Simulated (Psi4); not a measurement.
CS, charge +1, doublet, at a GFN2-xTB geometry (a state made from the parent by changing its charge; the spin is typed, not shown lowest); BLYP/6-31G* in Psi4.

Here is a job for Psi4.
```
memory 2 GB

molecule {
1 2
C    -0.00000000   -0.00000000   -1.07903369
S     0.00000000    0.00000000    0.40463763
}

set {
  basis 6-31g*
  reference uks
  scf_type pk
  puream true
  d_convergence 1e-8
  dft_radial_points 99
  dft_spherical_points 590
}

energy('blyp')
print_variables()
```

It wrote (shortened):

```
   => Loading Basis Set <=

    Name: 6-31G*
    Role: ORBITAL
    Keyword: BASIS

         ---------------------------------------------------------
                                   SCF
               by Justin Turney, Rob Parrish, Andy Simmonett
                          and Daniel G. A. Smith
                              UKS Reference
         ---------------------------------------------------------

  ==> Geometry <==

    Molecular point group: c2v
    Full point group: C_inf_v

    Geometry (in Angstrom), charge = 1, multiplicity = 2:

       Center              X                  Y                   Z               Mass
    ------------   -----------------  -----------------  -----------------  -----------------
         C            0.000000000000     0.000000000000    -1.078776682006    12.000000000000
         S            0.000000000000     0.000000000000     0.404894637994    31.972071174400

  Running in c2v symmetry.

  Rotational constants: A = ************  B =      0.87770  C =      0.87770 [cm^-1]
  Rotational constants: A = ************  B =  26312.77797  C =  26312.77797 [MHz]
  Nuclear repulsion =   34.240071597744439

  Charge       = 1
  Multiplicity = 2
  Electrons    = 21
  Nalpha       = 11
  Nbeta        = 10

  ==> Algorithm <==

  SCF Algorithm Type is PK.
  DIIS enabled.
  MOM disabled.
  Fractional occupation disabled.
  Guess Type is SAD.
  Energy threshold   = 1.00e-06
  Density threshold  = 1.00e-08
  Integral threshold = 1.00e-12

  ==> Primary Basis <==

  Basis Set: 6-31G*
    Blend: 6-31G*
    Number of shells: 14
    Number of basis functions: 32
    Number of Cartesian functions: 34
    Spherical Harmonics?: true
    Max angular momentum: 2

  ==> DFT Potential <==

   => LibXC <=

    Version 7.1.2
    S. Lehtola, C. Steigemann, M. J. T. Oliveira, and M. A. L. Marques,  SoftwareX 7, 1–5 (2018) (10.1016/j.softx.2017.11.002)

   => Composite Functional: BLYP <=

    BLYP GGA Exchange-Correlation Functional

    P.J. Stephens et. al., J. Phys. Chem., 98, 11623-11627, 1994
    B. Miehlich et. al., Chem. Phys. Lett., 157(3), 200-206 1989

    Deriv               =              1
    GGA                 =           TRUE
    Meta                =          FALSE

    Exchange Hybrid     =          FALSE
    MP2 Hybrid          =          FALSE

   => Exchange Functionals <=

    1.0000     XC_GGA_X_B88

   => Correlation Functionals <=

    1.0000     XC_GGA_C_LYP

   => LibXC Density Thresholds  <==

    XC_GGA_C_LYP:  1.00E-14
    XC_GGA_X_B88:  1.00E-15

   => Molecular Quadrature <=

    Radial Scheme          =       TREUTLER
    Pruning Scheme         =           NONE
    Nuclear Scheme         =       TREUTLER

    Blocking Scheme        =         OCTREE
    BS radius alpha        =              1
    Pruning alpha          =              1
    Radial Points          =             99
    Spherical Points       =            590
    Total Points           =         108249
    Total Blocks           =            888
    Max Points             =            255
    Max Functions          =             32
    Weights Tolerance      =       1.00E-15

  ==> Integral Setup <==

  Using in-core PK algorithm.
   Calculation information:
      Number of atoms:                   2
      Number of AO shells:              14
      Number of primitives:             42
      Number of atomic orbitals:        34
      Number of basis functions:        32

      Integral cutoff                 1.00e-12
      Number of threads:                 1

  Performing in-core PK
  Using 279312 doubles for integral storage.
  We computed 5548 shell quartets total.
  Whereas there are 5565 unique shell quartets.

  ==> DiskJK: Disk-Based J/K Matrices <==

    J tasked:                  Yes
    K tasked:                   No
    wK tasked:                  No
    Schwarz Cutoff:          1E-12

  Minimum eigenvalue in the overlap matrix is 1.5405018260E-02.
  Reciprocal condition number of the overlap matrix is 4.6267057624E-03.
    Using symmetric orthogonalization.

  ==> Pre-Iterations <==

  SCF Guess: Superposition of Atomic Densities via on-the-fly atomic UHF (no occupation information).

   -------------------------
    Irrep   Nso     Nmo
   -------------------------
     A1        16      16
     A2         2       2
     B1         7       7
     B2         7       7
   -------------------------
    Total      32      32
   -------------------------

  ==> Iterations <==

                        Total Energy        Delta E     RMS |[F,P]|

   @UKS iter SAD:  -435.97965460800282   -4.35980e+02   0.00000e+00
   @UKS iter   1:  -435.71689582528529    2.62759e-01   1.63113e-02 DIIS/ADIIS
   @UKS iter   2:  -435.27262618579789    4.44270e-01   4.31266e-02 DIIS/ADIIS
   @UKS iter   3:  -435.77000382310842   -4.97378e-01   3.39137e-03 DIIS/ADIIS
   @UKS iter   4:  -435.77252672696608   -2.52290e-03   9.71059e-04 DIIS/ADIIS
   @UKS iter   5:  -435.77280043086625   -2.73704e-04   1.96763e-04 DIIS/ADIIS
   @UKS iter   6:  -435.77283770511349   -3.72742e-05   7.59285e-05 DIIS
   @UKS iter   7:  -435.77284739716583   -9.69205e-06   4.29192e-05 DIIS
   @UKS iter   8:  -435.77284812772871   -7.30563e-07   4.58475e-06 DIIS
   @UKS iter   9:  -435.77284813827958   -1.05509e-08   2.95130e-06 DIIS
   @UKS iter  10:  -435.77284814021226   -1.93268e-09   1.09786e-07 DIIS
   @UKS iter  11:  -435.77284814021527   -3.01270e-12   3.63400e-09 DIIS
  Energy and wave function converged.

  ==> Post-Iterations <==

   Electrons on quadrature grid:
      Nalpha   =   11.0000000006 ; deviation = 6.064e-10
      Nbeta    =   10.0000000020 ; deviation = 1.986e-09
      Ntotal   =   21.0000000026 ; deviation = 2.592e-09

   @Spin Contamination Metric:   1.980004187E-02
   @S^2 Expected:                7.500000000E-01
   @S^2 Observed:                7.698000419E-01
   @S   Expected:                5.000000000E-01
   @S   Observed:                5.000000000E-01

    Orbital Energies [Eh]
    ---------------------

    Alpha Occupied:

       1A1   -88.519274     2A1   -10.395289     3A1    -8.074531
       4A1    -6.104916     1B2    -6.099883     1B1    -6.099883
       5A1    -1.104223     6A1    -0.792356     7A1    -0.649662
       2B2    -0.636886     2B1    -0.636886

    Alpha Virtual:

       3B2    -0.428858     3B1    -0.428858     8A1    -0.204275
       9A1    -0.020111     4B1     0.050571     4B2     0.050571
      10A1     0.103688    11A1     0.158749     5B2     0.237761
       5B1     0.237761    12A1     0.354360     1A2     0.354360
       6B2     0.370718     6B1     0.370718    13A1     0.571149
      14A1     0.832408    15A1     1.264829     2A2     1.264829
       7B1     1.482700     7B2     1.482700    16A1     1.976847

    Beta Occupied:

       1A1   -88.519037     2A1   -10.378149     3A1    -8.074340
       4A1    -6.102058     1B2    -6.100868     1B1    -6.100868
       5A1    -1.090983     6A1    -0.767685     2B2    -0.627916
       2B1    -0.627916

    Beta Virtual:

       7A1    -0.549193     3B2    -0.404309     3B1    -0.404309
       8A1    -0.195895     9A1    -0.013702     4B1     0.048968
       4B2     0.048968    10A1     0.125266    11A1     0.211733
       5B2     0.258986     5B1     0.258986    12A1     0.345081
       1A2     0.345081     6B1     0.386981     6B2     0.386981
      13A1     0.604941    14A1     0.854554    15A1     1.307958
       2A2     1.307958     7B2     1.557528     7B1     1.557528
      16A1     2.064233

    Final Occupation by Irrep:
             A1    A2    B1    B2
    DOCC [     6,    0,    2,    2 ]
    SOCC [     1,    0,    0,    0 ]
    NA   [     7,    0,    2,    2 ]
    NB   [     6,    0,    2,    2 ]

  @UKS Final Energy:  -435.77284814021527

   => Energetics <=

    Nuclear Repulsion Energy =             34.2400715977444392
    One-Electron Energy =                -660.6193445109392997
    Two-Electron Energy =                 221.2920382294953185
    DFT Exchange-Correlation Energy =     -30.6856134565157284
    Empirical Dispersion Energy =           0.0000000000000000
    VV10 Nonlocal Energy =                  0.0000000000000000
    Total Energy =                       -435.7728481402152738

  UHF NO Occupations:
  HONO-2 :    2 B2 1.9952555
  HONO-1 :    2 B1 1.9952555
  HONO-0 :    7 A1 1.0000000
  LUNO+0 :    3 B2 0.0047445
  LUNO+1 :    3 B1 0.0047445
  LUNO+2 :    8 A1 0.0003494
  LUNO+3 :    9 A1 0.0000841

Computation Completed

Properties will be evaluated at   0.000000,   0.000000,   0.000000 [a0]

Properties computed using the SCF density matrix

 Multipole Moments:

 ------------------------------------------------------------------------------------
     Multipole            Electronic (a.u.)      Nuclear  (a.u.)        Total (a.u.)
 ------------------------------------------------------------------------------------

 L = 1.  Multiply by 2.5417464519 to convert [e a0] to [Debye]
 Dipole X            :          0.0000000            0.0000000            0.0000000
 Dipole Y            :          0.0000000            0.0000000            0.0000000
 Dipole Z            :         -0.2337544            0.0106847           -0.2230696
 Magnitude           :                                                    0.2230696

 ------------------------------------------------------------------------------------

  Variable Map:
  ----------------------------------------------------------------------------
  "CURRENT ENERGY"              =>    -435.772848140215
  "CURRENT REFERENCE ENERGY"    =>    -435.772848140215
  "DD SOLVATION ENERGY"         =>       0.000000000000
  "DFT FUNCTIONAL TOTAL ENERGY" =>    -435.772848140215
  "DFT TOTAL ENERGY"            =>    -435.772848140215
  "DFT VV10 ENERGY"             =>       0.000000000000
  "DFT XC ENERGY"               =>     -30.685613456516
  "GRID ELECTRONS ALPHA"        =>      11.000000000606
  "GRID ELECTRONS BETA"         =>      10.000000001986
  "GRID ELECTRONS TOTAL"        =>      21.000000002592
  "NUCLEAR REPULSION ENERGY"    =>      34.240071597744
  "ONE-ELECTRON ENERGY"         =>    -660.619344510939
  "PCM POLARIZATION ENERGY"     =>       0.000000000000
  "PE ENERGY"                   =>       0.000000000000
  "SCF ITERATION ENERGY"        =>    -435.772848140215
  "SCF ITERATIONS"              =>      11.000000000000
  "SCF TOTAL ENERGY"            =>    -435.772848140215
  "TWO-ELECTRON ENERGY"         =>     221.292038229495
  "XC GRID RADIAL POINTS"       =>      99.000000000000
  "XC GRID SPHERICAL POINTS"    =>     590.000000000000
  "XC GRID TOTAL POINTS"        =>  108249.000000000000

  Array Variable Map:
  ----------------------------------------------------------------------------
  "CURRENT DIPOLE"              =>       0.000000000000 ... -0.223069620736 1 by 3
  "SCF DIPOLE"                  =>       0.000000000000 ... -0.223069620736 1 by 3
  "SCF TOTAL ENERGIES"          =>    -435.979654608003 ... -435.772848140215 1 by 12
```
